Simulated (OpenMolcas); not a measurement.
Ni3+ among 6 point charges of -2.2 e arranged as a trigonal antiprism (D3d), 2.14 Å from the ion, with a polar angle of 50.9° against the regular 54.74°.

| Quantity | Value |
| --- | --- |
| Program | OpenMolcas 26.06 |
| Method | CASSCF |
| Basis | ANO-RCC-VDZP [5s4p2d1f] |
| Scalar Hamiltonian | DKH2, point nucleus |
| Active space | 7 electrons in 5 orbitals (3d) |
| State averaging | 2S+1 = 4 even, 10 roots; 2S+1 = 2 even, 40 roots |
| Spin-orbit coupling | RASSI with atomic mean-field integrals over the reference wave functions |

Question: What is the spin-free ground state (labels of D3, the rotations of D3d)?

Answer: 4A2, 1-fold in its orbital part, 99 % from free-ion F terms; it has the highest spin that d7 allows.

Question: Where is the first state of the same spin?

Answer: 4E at 149 cm-1 above the ground state. The two act as a nearly degenerate pair, with unquenched orbital momentum.

Question: What are the lowest two levels with spin-orbit coupling?

Answer: A 2-fold level E1/2 with g = 4.23, 4.23, 5.92, then a 2-fold level E3/2 350.0 cm-1 above it. Their leading multiplicities are 4 (100 %) and 4 (100 %).

Question: What is χT at 300 K, and how does it compare with the textbook value?

Answer: The lowest level has 2S+1 = 4, for which the spin-only value is χT = S(S+1) / 2 = 1.875 cm3 K/mol (g = 2). The computed 4.318 at 300 K differs by +2.443, through orbital momentum, spin-orbit coupling and any other state in reach.

Spin-orbit coupling mixes the spin-free states strongly: the lowest level takes only 64 % from its leading state, 4E, which lies 149 cm-1 above the lowest spin-free state. Without dynamic correlation the repulsion within the d shell is too large (B by tens of per cent), so at a given field states of lower spin stand too high. Point charges give a weaker field than real ligands, and real ions of this kind are often low spin; the high spin found here belongs to the model. The ground term spreads over less than 5000 cm-1, several times less than with real ligands, so orbital moments are less quenched and χT lies further from the spin-only value than at real sites. Point charges carry no covalency, so the field is a model and not that of real ligands. No measured value stands beside these numbers.
